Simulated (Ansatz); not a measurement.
Single points on the cluster Cu₆Si⁺.

```yaml
crystal:
  periodic: [false, false, false]
  atoms:
    - {symbol: Si, position_ang: [1.368587, -1.078402, 0.165863]}
    - {symbol: Cu, position_ang: [-0.716874, -0.836404, 1.167805]}
    - {symbol: Cu, position_ang: [0.861757, 1.107368, 0.779984]}
    - {symbol: Cu, position_ang: [-1.456160, 1.476894, 1.474902]}
    - {symbol: Cu, position_ang: [1.259010, 0.335327, -1.629535]}
    - {symbol: Cu, position_ang: [-0.349580, -1.645334, -1.234347]}
    - {symbol: Cu, position_ang: [-0.966739, 0.640550, -0.724653]}
basis:
  gaussian: {orbitals: def2-SVP, initial_orbitals: start.molden}
total_charge: 1
magnetization: {spin_polarized: true, initial_magnetization: 1}
hamiltonian: {xc: pbe, dispersion: d4}
scf: {omitted_lower_state_checks: [starts]}
output: {orbitals: {seedname: orbitals}}
```

The file start.molden holds the orbitals of an earlier run on this structure, at another level or in another basis.

```sh
$ ansatz run in.yaml --threads 4 --pin off --events-out ev --progress --plain --max-ram 6963MiB
```

Shortened log:

```
Functional definition: PBE
2500 factors; their error is unknown
mean field evaluation 1: about -275635.7009 eV, gradient 9.8e0 eV
mean field evaluation 2: about -275636.3532 eV, gradient 1.1e0 eV
mean field evaluation 4: about -275636.2484 eV, gradient 8.2e-2 eV
mean field evaluation 8: about -275636.2484 eV, gradient 2.5e-5 eV
mean field -275636.24840246 eV, -10129.4452958307 hartree, gradient 2.5e-5 eV, S^2 0.753657; 0 other end points of the search recorded, 0 dependent functions left out
reference -275636.24846156 eV, -10129.4452980029 hartree; 94, 93 occupied and 110, 111 virtual orbitals, 2500 factors
Total energy: -275636.81755377 eV, -10129.4662117557 hartree
Checks for a lower state left out: starts
```

Run time 21 s (4 threads of Intel Xeon on a shared host), peak host memory 0.56 GiB.

Geometry: PBE-D4/def2-SVP.

The structure comes from a short search, and lower isomers may exist.
